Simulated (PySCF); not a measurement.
PySCF job for germanium monotelluride (GeTe), SMILES [Ge]=[Te] (connectivity only; charge and spin as stated), neutral, multiplicity 1, TDA-B3LYP/def2-TZVPD. Geometry: r2SCAN-D4/def2-TZVP. The def2 effective core potentials stand for the cores of Te; spin–orbit coupling is left out.

```python
import numpy as np
from pyscf import gto, scf, dft, tdscf

mol = gto.M(
    atom='''
    Ge    0.00000000    0.00000000   -1.45050450
    Te    0.00000000    0.00000000    0.89261816
    ''',
    basis='def2-TZVPD',
    ecp={'Te': 'def2-tzvp'},
    charge=0,
    spin=0,
    symmetry=True,
    symmetry_subgroup='C2v',
    max_memory=1600,
    verbose=4,
)
mf = dft.RKS(mol, xc='b3lyp').density_fit(auxbasis='def2-universal-jkfit')
mf.grids.level = 3
mf.conv_tol = 1e-9
mf.max_cycle = 100
mf.kernel()
mf.grids = dft.Grids(mol).set(level=1).build(with_non0tab=True)  # coarser grid for the response kernel
td = tdscf.TDA(mf)
td.singlet = True
td.nstates = 10
td.conv_tol = 1e-4
td.positive_eig_threshold = 1e-6
td.kernel(x0=td.get_init_guess(mf, 15))
td.analyze()
tt = tdscf.TDA(mf)
tt.singlet = False
tt.nstates = 4
tt.conv_tol = 1e-4
tt.positive_eig_threshold = 1e-6
tt.kernel(x0=tt.get_init_guess(mf, 9))
tt.analyze(verbose=3)
```

Program output:

```
PySCF version 2.14.0

[INPUT] verbose = 4
[INPUT] num. atoms = 2
[INPUT] num. electrons = 56
[INPUT] charge = 0
[INPUT] spin (= nelec alpha-beta = 2S) = 0
[INPUT] symmetry True subgroup C2v
[INPUT] Mole.unit = angstrom
[INPUT] Symbol           X                Y                Z      unit          X                Y                Z       unit  Magmom
[INPUT]  1 Ge     0.000000000000   0.000000000000  -1.450504500000 AA    0.000000000000   0.000000000000  -2.741056247449 Bohr   0.0
[INPUT]  2 Te     0.000000000000   0.000000000000   0.892618160000 AA    0.000000000000   0.000000000000   1.686803856213 Bohr   0.0

nuclear repulsion = 173.447214234427
point group symmetry = Coov, use subgroup C2v
symmetry origin: [0.00000000e+00 0.00000000e+00 7.19895661e-09]
symmetry axis x: [1. 0. 0.]
symmetry axis y: [0. 1. 0.]
symmetry axis z: [0. 0. 1.]
num. orbitals of irrep A1 = 49
num. orbitals of irrep A2 = 12
num. orbitals of irrep B1 = 26
num. orbitals of irrep B2 = 26
number of shells = 37
number of NR pGTOs = 207
number of NR cGTOs = 113
basis = def2-TZVPD
ecp = {'Te': 'def2-tzvp'}


[settings echo left out]
init E= -2302.95379046173
HOMO (A1) = -0.668005617641626  LUMO (B2) = -0.450070393653036  gap/eV = 5.93032
cycle= 1 E= -2342.66512789853  delta_E= -39.7  |g|= 3.49  |ddm|= 28.2
HOMO (A1) = -0.0844660652446419  LUMO (B2) = -0.0178165923727747  gap/eV = 1.81362
cycle= 2 E= -2335.76113232688  delta_E=  6.9  |g|= 5.63  |ddm|= 24.4
HOMO (A1) = -0.194027191932889  LUMO (B1) = -0.0568362291236113  gap/eV = 3.73316
cycle= 3 E= -2344.78239591369  delta_E= -9.02  |g|= 0.934  |ddm|= 22.9
HOMO (A1) = -0.255017407864088  LUMO (B2) = -0.113154291002488  gap/eV = 3.86029
cycle= 4 E= -2343.21686099927  delta_E= 1.57  |g|= 2.07  |ddm|= 3.41
HOMO (B2) = -0.23054666545503  LUMO (B1) = -0.109293068748769  gap/eV = 3.29948
cycle= 5 E= -2345.14562957289  delta_E= -1.93  |g|= 0.392  |ddm|= 2.21
HOMO (B2) = -0.248016540501439  LUMO (B2) = -0.109982285420408  gap/eV = 3.75610
cycle= 6 E= -2345.19041138422  delta_E= -0.0448  |g|= 0.184  |ddm|= 0.304
HOMO (B2) = -0.251511078064546  LUMO (B2) = -0.106257284497893  gap/eV = 3.95256
cycle= 7 E= -2345.1981001812  delta_E= -0.00769  |g|= 0.0907  |ddm|= 0.114
HOMO (B1) = -0.251814665555884  LUMO (B2) = -0.101343494806471  gap/eV = 4.09453
cycle= 8 E= -2345.20132585067  delta_E= -0.00323  |g|= 0.0127  |ddm|= 0.118
HOMO (B2) = -0.251705766800676  LUMO (B1) = -0.102786164516843  gap/eV = 4.05231
cycle= 9 E= -2345.20135346483  delta_E= -2.76e-05  |g|= 0.00824  |ddm|= 0.028
HOMO (B2) = -0.252158804002818  LUMO (B1) = -0.102779441741212  gap/eV = 4.06482
cycle= 10 E= -2345.201383511  delta_E= -3e-05  |g|= 0.00114  |ddm|= 0.0118
HOMO (B2) = -0.252087364369267  LUMO (B2) = -0.102762224241992  gap/eV = 4.06334
cycle= 11 E= -2345.20138399649  delta_E= -4.85e-07  |g|= 0.000148  |ddm|= 0.00137
HOMO (B1) = -0.252094577141087  LUMO (B2) = -0.102774904810637  gap/eV = 4.06320
cycle= 12 E= -2345.20138400553  delta_E= -9.04e-09  |g|= 2.85e-05  |ddm|= 0.000199
HOMO (B2) = -0.252091331181305  LUMO (B1) = -0.102774141053189  gap/eV = 4.06313
cycle= 13 E= -2345.20138400586  delta_E= -3.36e-10  |g|= 6.03e-06  |ddm|= 4.5e-05
HOMO (B1) = -0.252092422713368  LUMO (B1) = -0.102774917450176  gap/eV = 4.06314
Extra cycle  E= -2345.20138400586  delta_E= 3.64e-12  |g|= 8.42e-06  |ddm|= 1.31e-05
converged SCF energy = -2345.20138400586
tot grids = 15448
Overwritten attributes  positive_eig_threshold  of <class 'pyscf.tdscf.rks.TDA'>


******** <class 'pyscf.tdscf.rks.TDA'> for <class 'pyscf.df.df_jk.DFSymAdaptedRKS'> ********
nstates = 10 singlet
deg_eia_thresh = 1.000e-03
wfnsym = None
conv_tol = 0.0001
eigh lindep = 1e-12
eigh level_shift = 0
eigh max_cycle = 100


Excitation energies (eV)
[2.83432524 3.09959898 3.09961384 3.41924359 3.41924359 5.00440844
 5.7893475  5.7893475  6.32193684 6.32193685]

** Singlet excitation energies and oscillator strengths **
Excited State   1:   A2      2.83433 eV    437.44 nm  f=0.0000
      27 -> 30        0.49971
      28 -> 29       -0.49971
Excited State   2:   A2      3.09960 eV    400.00 nm  f=0.0000
      27 -> 30       -0.49974
      28 -> 29       -0.49974
Excited State   3:   A1      3.09961 eV    400.00 nm  f=0.0000
      27 -> 29        0.49974
      28 -> 30       -0.49974
Excited State   4:   B1      3.41924 eV    362.61 nm  f=0.0049
      26 -> 29        0.70344
Excited State   5:   B2      3.41924 eV    362.61 nm  f=0.0049
      26 -> 30        0.70344
Excited State   6:   A1      5.00441 eV    247.75 nm  f=0.0836
      26 -> 31        0.39349
      26 -> 35       -0.13877
      26 -> 38        0.10354
      27 -> 29        0.38668
      28 -> 30        0.38668
Excited State   7:   B1      5.78935 eV    214.16 nm  f=0.0029
      27 -> 31        0.70219
Excited State   8:   B2      5.78935 eV    214.16 nm  f=0.0029
      28 -> 31        0.70219
Excited State   9:   B1      6.32194 eV    196.12 nm  f=0.2036
      27 -> 32       -0.69884
Excited State  10:   B2      6.32194 eV    196.12 nm  f=0.2036
      28 -> 32       -0.69884

** Transition electric dipole moments (AU) **
state          X           Y           Z        Dip. S.      Osc.
  1        -0.0000      0.0000      0.0000      0.0000      0.0000
  2         0.0000     -0.0000     -0.0000      0.0000      0.0000
  3        -0.0000     -0.0000     -0.0000      0.0000      0.0000
  4         0.2409     -0.0000      0.0000      0.0581      0.0049
  5        -0.0000      0.2409      0.0000      0.0581      0.0049
  6         0.0000     -0.0000     -0.8257      0.6818      0.0836
  7         0.1425     -0.0000      0.0000      0.0203      0.0029
  8        -0.0000      0.1425     -0.0000      0.0203      0.0029
  9        -1.1464      0.0000     -0.0000      1.3143      0.2036
 10        -0.0000     -1.1464      0.0000      1.3143      0.2036

WARN: ECP detected. Skipping calculation of transition velocity and magnetic dipole moments, which have not yet been implemented.



******** <class 'pyscf.tdscf.rks.TDA'> for <class 'pyscf.df.df_jk.DFSymAdaptedRKS'> ********
nstates = 4 triplet
deg_eia_thresh = 1.000e-03
wfnsym = None
conv_tol = 0.0001
eigh lindep = 1e-12
eigh level_shift = 0
eigh max_cycle = 100


Excitation energies (eV)
[2.23049776 2.47249985 2.47252676 2.64408839]

** Triplet excitation energies and oscillator strengths **
Excited State   1:   A1      2.23050 eV    555.86 nm  f=0.0000
Excited State   2:   A2      2.47250 eV    501.45 nm  f=0.0000
Excited State   3:   A1      2.47253 eV    501.45 nm  f=0.0000
Excited State   4:   B1      2.64409 eV    468.91 nm  f=0.0000
```

The calculation finished and met its thresholds.

Cost: very roughly 50 core-seconds.
